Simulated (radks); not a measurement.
Values are calculated unless marked as measured or tabulated.
Task: The mean radii <r> (bohr) of the occupied orbitals of an atom or ion are listed with their occupations. Level of theory: non-relativistic Kohn-Sham, TPSS, spin-polarised, spherical densities, point nucleus; meta-GGA in the generalised Kohn-Sham scheme (a radial shooting solver on a logarithmic mesh with Libxc functionals).

| orbital | occ. | <r> |
|---|---|---|
| 1s up | 1 | 0.03462 |
| 1s down | 1 | 0.03461 |
| 2s up | 1 | 0.1490 |
| 2s down | 1 | 0.1489 |
| 2p up | 3 | 0.1275 |
| 2p down | 3 | 0.1275 |
| 3s up | 1 | 0.3671 |
| 3s down | 1 | 0.3679 |
| 3p up | 3 | 0.3528 |
| 3p down | 1 | 0.3535 |

Name the element and its charge. Open shells, if any, are filled with parallel spins first.

Result: Z = 44, ruthenium, charge +28: Ru28+ in [Ne] 3s2 3p4. The 1s radius gives Z: for a bare nucleus <r> = 1.5/Z, 0.03409 bohr for Z = 44, and screening makes it slightly larger (0.03462 here). The occupations add up to 16, and the charge is Z minus that.
